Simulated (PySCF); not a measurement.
How methods differ on the excitation energy of Be

Be [He] 2s2 (1S) → Be [He] 2s1 3s1, s spin flipped, as a difference of total energies. Computed with PySCF 2.14 in aug-cc-pCVTZ-DK with one added diffuse shell each of s, p, d, f type (8s7p5d3f, 75 functions), with the spin-free X2C one-electron Hamiltonian (Gaussian nucleus). Correlated levels: valence: 1s2 frozen; valence and next inner shell: nothing frozen. The calculations carry no spin-orbit coupling.

```
                                method  excitation energy (cm⁻¹)
                                   UHF                         0
                                   LDA                         0
                                   PBE                         0
                                  PBE0                         0
                                r2SCAN                         0
                                 HSE06                         0
                                 M06-L                         0
                               LC-wPBE                         0
                                  TPSS                         0
                         MP2 (valence)                         0
                     SCS-MP2 (valence)                         0
    MP2 (valence and next inner shell)                         0
SCS-MP2 (valence and next inner shell)                         0
```

The upper determinant mixes two multiplicities, so it lies between the two terms.

The promoted electron is Rydberg-like, and one or two diffuse shells describe it only roughly, which tends to raise the upper state.
